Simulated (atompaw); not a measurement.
# Al (Z = 13): variants of one PAW (atompaw) potential

Base potential:

- Element: aluminium (Al)
- Generator: atompaw 4.2.0.5
- Type: PAW
- Functional: PBE
- Relativity: scalar-relativistic
- Frozen core: [Ne]
- Valence charge: 3
- Reference configuration: 3s2 3p1
- Partial waves: 3s (bound): rc 2.20 bohr; 3s channel at 2.9 Ry: rc 2.65 bohr; 3p (bound): rc 2.65 bohr; 3p channel at 0.15 Ry: rc 2.65 bohr
- Local potential: troulliermartins scheme with l = 2 at 0 Ry, radius 2.35 bohr
- Core correction: smooth core density matched at 2.55 bohr
- Augmentation charge: sinc compensation charge, radius 2.10 bohr; PAW radius 2.65 bohr; waves and projectors: custom rrkj vanderbiltortho

Cutoffs, loose and tight: the cutoffs (Ry, on a coarse ladder) from which the occupation-weighted sum of valence levels, in a spherical-Bessel basis at the reference potential, stays within 10 and 1 mRy of its value at 400 Ry. They see the waves, projectors and local potential, not the compensation charge or the core. A dash means not determined.

| change | outcome | cutoff, loose | cutoff, tight | bound ghosts |
| --- | --- | --- | --- | --- |
| base | generated, no UPF (negative core plus compensation charge) | 6 Ry | 8 Ry | none |
| wave 3s (bound): rc 2.20 bohr becomes 3s (bound): rc 1.72 bohr | generated, no UPF (negative core plus compensation charge) | 10 Ry | 15 Ry | none |
| wave 3s (bound): rc 2.20 bohr becomes 3s (bound): rc 1.80 bohr | generated, no UPF (negative core plus compensation charge) | 8 Ry | 12 Ry | none |
| wave 3s (bound): rc 2.20 bohr becomes 3s (bound): rc 2.12 bohr | generated | 6 Ry | 8 Ry | none |
| wave 3s (bound): rc 2.20 bohr becomes 3s (bound): rc 2.26 bohr | generated, no UPF (negative core plus compensation charge) | 6 Ry | 8 Ry | none |
| wave 3s (bound): rc 2.20 bohr becomes 3s (bound): rc 2.42 bohr | generated, no UPF (negative core plus compensation charge) | 6 Ry | 8 Ry | none |
| wave 3s (bound): rc 2.20 bohr becomes 3s (bound): rc 2.60 bohr | generated, no UPF (negative core plus compensation charge) | 6 Ry | 8 Ry | none |

Question: What comes out with this change to the base: wave 3s (bound): rc 2.20 bohr becomes 3s (bound): rc 1.56 bohr?

Answer: outcome: generated; cutoff, loose: 12 Ry; cutoff, tight: 18 Ry; bound ghosts: none.

Question: What comes out with this change to the base: wave 3s (bound): rc 2.20 bohr becomes 3s (bound): rc 1.36 bohr?

Answer: outcome: failed: atompaw: The overlap operator has at least one negative eigenvalue!. Cause: the overlap operator built from these waves and projectors is not positive definite.

Question: What comes out with this change to the base: wave 3s (bound): rc 2.20 bohr becomes 3s (bound): rc 2.02 bohr?

Answer: outcome: generated; cutoff, loose: 6 Ry; cutoff, tight: 10 Ry; bound ghosts: none.
